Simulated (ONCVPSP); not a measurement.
Transferability test, ONCV potential for aluminium

* Element: aluminium
* Generator: ONCVPSP 4.0.1
* Type: optimised norm-conserving Vanderbilt (ONCV)
* Functional: LDA (Perdew-Zunger)
* Relativity: scalar-relativistic
* Frozen core: [Ne]
* Valence charge: 3
* Reference configuration: 3s2 3p1
* Partial waves: 3s: rc 1.45 bohr, ncon 3, nbas 6, qcut 4.1 1/bohr, local; 3p: rc 2.45 bohr, ncon 3, nbas 7, qcut 2.9 1/bohr, 2 projectors, debl 2.3 Ha; d scattering state at 0.23 Ha: rc 2.40 bohr, ncon 4, nbas 8, qcut 4.5 1/bohr, 1 projector
* Local potential: the s channel
* Core correction: Teter function fitted to the true core (icmod 2), fcfact 0.3

Energies are relative to the spin-unpolarised reference configuration 3s2 3p1; without spin polarisation the order of configurations can differ from experiment.

(1) Give the all-electron excitation energy and the error of the potential for: 3s2 3p0; 3s1 3p0; 3s2 3p0.5; 3s1 3p1.

Levels in the configuration 3s2 3p0.5:

| level | all-electron (eV) | pseudo (eV) |
| --- | --- | --- |
| 3s | -11.184 | -11.182 |
| 3p | -5.784 | -5.783 |

Results:

(1)

```
valence configuration  charge  ΔE all-electron (eV)  error AE − PS (meV)
              3s2 3p0      +1                 5.847                 +1.8
              3s1 3p0      +2                25.224                  +18
            3s2 3p0.5    +0.5                 2.125                 +0.3
              3s1 3p1      +1                11.666                 +2.9
```
